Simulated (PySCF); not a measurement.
**Single point on InN**

State: ³Σ⁻ (triplet), unpaired electrons π ↑↑.

An equivalent input (the run itself took its basis sets from the Basis Set Exchange, started from a PBE0 density and held the occupation σ 7α 7β, πx 3α 2β, πy 3α 2β, δx 1α 1β, δy 1α 1β):

```python
from pyscf import gto, dft
mol = gto.M(atom='In 0 0 0; N 0 0 2.218', basis={'In': 'def2-TZVPPD', 'N': 'def2-TZVPPD'}, ecp={'In': 'def2-TZVPPD'},
            charge=0, spin=2, verbose=4, symmetry='C2v')
mf = dft.UKS(mol, xc='PBE')
mf.grids.atom_grid = (80, 434)
mf.grids.prune = dft.gen_grid.treutler_prune
mf.irrep_nelec = {'A1': (8, 8), 'A2': (1, 1), 'B1': (3, 2), 'B2': (3, 2)}
mf.conv_tol = 1e-9
mf.max_cycle = 60
mf.diis_space = 10
mf.kernel()
```

The log (some set-up lines and the per-cycle HOMO/LUMO lines removed):

```
******** <class 'pyscf.dft.uks_symm.SymAdaptedUKS'> ********
method = SymAdaptedUKS
damping factor = 0
level_shift factor = 0
DIIS = <class 'pyscf.scf.diis.CDIIS'>
diis_start_cycle = 1
diis_space = 10
diis_damp = 0
SCF conv_tol = 1e-09
SCF conv_tol_grad = None
SCF max_cycles = 60
number electrons alpha = 15  beta = 13
Set gradient conv threshold to 3.16228e-05
init E= -244.728955662832
cycle= 1 E= -244.730354000636  delta_E= -0.0014  |g|= 0.0373  |ddm|= 0.252
cycle= 2 E= -244.727380241789  delta_E= 0.00297  |g|= 0.0792  |ddm|= 0.139
cycle= 3 E= -244.731071742138  delta_E= -0.00369  |g|= 0.0136  |ddm|= 0.0909
cycle= 4 E= -244.731133104796  delta_E= -6.14e-05  |g|= 0.00242  |ddm|= 0.0207
cycle= 5 E= -244.731137240453  delta_E= -4.14e-06  |g|= 0.000342  |ddm|= 0.004
cycle= 6 E= -244.731137296148  delta_E= -5.57e-08  |g|= 0.000121  |ddm|= 0.000567
cycle= 7 E= -244.731137307049  delta_E= -1.09e-08  |g|= 3.05e-05  |ddm|= 0.000229
cycle= 8 E= -244.7311373077  delta_E= -6.51e-10  |g|= 8.83e-06  |ddm|= 5.82e-05
Extra cycle  E= -244.731137307473  delta_E= 2.27e-10  |g|= 2.16e-05  |ddm|= 3.21e-05
converged SCF energy = -244.731137307473  <S^2> = 2.0085484  2S+1 = 3.0056936
```

Repeating this along the bond gives Re = 2.244 Å and ωe = 418 cm⁻¹.

A point of this curve took 1.5 CPU seconds beside 0.51 for the integrals, on Arm Neoverse V2 (shared host).

Spin–orbit coupling is left out. The state was picked by a PBE0 search and need not be the measured ground state.
